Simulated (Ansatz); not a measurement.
The multiplicity is imposed and other spin states were not computed.

Species: [Au(C2H4)(H)] (charge 0, multiplicity 1).

Give a relaxed geometry from PBE-D3(BJ)/def2-SVP (Ansatz, an electronic-structure program).

the end point of this relaxation.
Z-matrix (Å, degrees):
```
C
C 1 1.3774
H 1 1.1022 2 121.28
H 2 1.1022 1 121.28 3 -168.06
H 2 1.1022 4 116.43 1 -168.61
H 1 1.1022 3 116.43 2 -168.61
Au 1 2.2958 3 103.92 6 -113.56
H 7 1.6056 1 162.54 3 61.13
```
